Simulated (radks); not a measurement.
The dysprosium ion Dy42+, configuration [Ar] 3d4 4p2 (not the ground configuration). All-electron calculation, scalar-relativistic Kohn-Sham, r2SCAN, spin-polarised, spherical densities, finite nucleus; open shells are filled with parallel spins first (spin-orbit coupling, left out, can overturn this in heavy ions); meta-GGA in the generalised Kohn-Sham scheme; Fermi nuclear charge, rms radius 5.2218 fm. Program: a radial shooting solver on a logarithmic mesh with Libxc functionals.

Unscreened Slater integrals over Kohn-Sham orbitals (cm^-1). They are taken over the spin-up orbitals.

F0(4p,4p): 447850
F2(4p,4p): 232550
F0(4p,3d): 565400
F2(4p,3d): 166910
G1(4p,3d): 53477
G3(4p,3d): 54611
F0(4p,3p): 554210
F2(4p,3p): 179470
G0(4p,3p): 48493
G2(4p,3p): 58425
F0(4p,3s): 551330
G1(4p,3s): 50040
F0(3d,3d): 1016700
F2(3d,3d): 524220
F4(3d,3d): 338800
F0(3d,3p): 943450
F2(3d,3p): 453700
G1(3d,3p): 484750
G3(3d,3p): 324270
F0(3d,3s): 933610
G2(3d,3s): 371020
F0(3p,3p): 900870
F2(3p,3p): 451790
F0(3p,3s): 891440
G1(3p,3s): 579440
F0(3s,3s): 884420

Derived for the open shells (J is the average intra-shell exchange parameter used in DFT+U). 3d: Racah B = F2/49 - 5 F4/441 = 6857 cm^-1, C = 35 F4/441 = 26890 cm^-1, C/B = 3.92, F4/F2 = 0.646, J = (F2 + F4)/14 = 61640 cm^-1. 4p: J = F2/5 = 46510 cm^-1.
